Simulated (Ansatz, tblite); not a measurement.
Isomers of Al4Ga3⁺ (singlet), found by a short tight-binding search and relaxed with PBE-D4/def2-SVP in Ansatz.

The xTB rows come from tblite. Correlated methods freeze 47 core orbitals; core or outer-core shells of Ga are correlated, in sets that lack core-valence functions.

Run but left out: HF/STO-3G, PBE-QIDH/def2-TZVP (A: restricted singlet, unstable in another Hartree–Fock run and untested here); HF/def2-SVP, HF/def2-TZVP (A: restricted singlet, unstable towards broken spin symmetry).

A further structure is left out (at the level of its geometry, restricted singlet, unstable towards broken spin symmetry at other levels and untested here); at PBE0-D4/def2-TZVP its energy lies 1.71 eV above the lowest shown. A further structure is left out (at the level of its geometry, restricted singlet, unstable towards broken spin symmetry at other levels and untested here); at PBE0-D4/def2-TZVP its energy lies 2.17 eV above the lowest shown. A further structure is left out (at the level of its geometry, restricted singlet, unstable towards broken spin symmetry at other levels and untested here); at PBE0-D4/def2-TZVP its energy lies 1.53 eV above the lowest shown.

A: The restricted singlet is unstable towards broken spin symmetry in Hartree–Fock (as tested in another run); at PBE-D4/def2-SVP, PBE-D4/def2-TZVP, r2SCAN-D4/def2-TZVP, B97M-V/def2-TZVP and others this wasn't settled. At CCSD(T)/def2-SVP, MP2/def2-TZVP the restricted singlet (for correlated methods, its reference) is unstable: a solution with broken spin symmetry lies lower. B: The restricted singlet is unstable towards broken spin symmetry in Hartree–Fock (as tested in another run); at PBE-D4/def2-SVP, PBE-D4/def2-TZVP, r2SCAN-D4/def2-TZVP, B97M-V/def2-TZVP and others this wasn't settled. At CCSD(T)/def2-SVP, MP2/def2-TZVP the restricted singlet (for correlated methods, its reference) is unstable: a solution with broken spin symmetry lies lower.

Other spin states weren't relaxed.

A:

```xyz
7

Al   -0.154   -1.544    1.292
Al   -1.205   -1.121   -1.216
Al    1.577    0.399    1.349
Al    1.514   -1.075   -0.795
Ga   -0.104    2.110    0.393
Ga    0.258    0.918   -1.852
Ga   -1.886    0.313    0.828
```

B:

```xyz
7

Al   -1.272   -1.603   -0.219
Al    0.648    1.860    0.761
Al   -0.316   -0.043   -2.088
Al   -0.528   -0.129    1.985
Ga    1.933    0.352   -0.890
Ga   -1.624    1.108   -0.191
Ga    1.159   -1.545    0.642
```

Estimate which lies lowest at each level, and how far above it the others are (eV).


```
                 level     A     B
              GFN1-xTB  0.00  0.03
              GFN2-xTB  0.00  0.59
       PBE-D4/def2-SVP  0.00  0.00
      PBE-D4/def2-TZVP  0.00  0.04
   r2SCAN-D4/def2-TZVP  0.00  0.03
      B97M-V/def2-TZVP  0.00  0.07
      PBE0-D4/def2-SVP  0.00  0.00
     PBE0-D4/def2-TZVP  0.00  0.03
CAM-B3LYP-D4/def2-TZVP  0.00  0.02
          MP2/def2-SVP  0.03  0.00
         MP2/def2-TZVP  0.00  0.01
         CCSD/def2-SVP  0.03  0.00
      CCSD(T)/def2-SVP  0.02  0.00
```
Point groups (tolerance 0.1 Å): A Cs, B Cs. Lower isomers may exist.
